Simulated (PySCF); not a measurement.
Se(Cl)(Br), BrClSe, SMILES [Se](Cl)Br, PBE0/def2-SVP optimised geometry.

```
3

Se    -0.93    -1.06     0.00
Cl    -1.39     1.06     0.00
Br     1.39    -1.06     0.00
```

Density from PBE0/def2-TZVP in PySCF at that geometry.

Minimum of the electron density along straight lines between bonded atoms, close to the bond critical point (lines longer than 1.1 times the sum of covalent radii, or with two minima, are not listed):

```
bond     length / Å  ρ at the minimum / e bohr⁻³  ∇²ρ there / e bohr⁻⁵  position (fraction from the first atom)
-------  ----------  ---------------------------  --------------------  ---------------------------------------
Se1–Cl2       2.174                          [?]                 -0.02                                     0.47
Se1–Br3       2.313                          [?]                 -0.02                                     0.47
```

Q: What belongs in the gaps?

A: 
- Se1–Cl2, ρ at the minimum / e bohr⁻³: 0.120
- Se1–Br3, ρ at the minimum / e bohr⁻³: 0.107
